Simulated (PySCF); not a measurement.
A run for PySCF: R-HF/STO-3G on CH5BO (SMILES CBO).

```python
from pyscf import gto, scf, dft, mp
from pyscf.data.elements import chemcore

mol = gto.M(
    atom='''
    C    -0.86571499   -0.06948113   -0.01551467
    B     0.59744830    0.47540119    0.12478988
    O     1.70479921   -0.28253773   -0.08276491
    H    -1.40658787    0.06025861    0.92783048
    H    -0.93604433   -1.12227043   -0.30400764
    H    -1.41896317    0.52201027   -0.75246454
    H     0.81474488    1.61149980    0.42920658
    H     1.51031797   -1.19488057   -0.32707517
    ''',
    basis='sto-3g',
    charge=0, spin=0, verbose=3, max_memory=1800)
mf = scf.RHF(mol)
mf.conv_tol = 1e-8
mf.max_cycle = 100
mf.kernel()
if not mf.converged:
    mf = mf.newton().run(mf.mo_coeff, mf.mo_occ)
```

The log:

```
converged SCF energy = -138.580521032867
```

Self-consistency was reached.

Cost: very roughly 0.19 core-seconds.
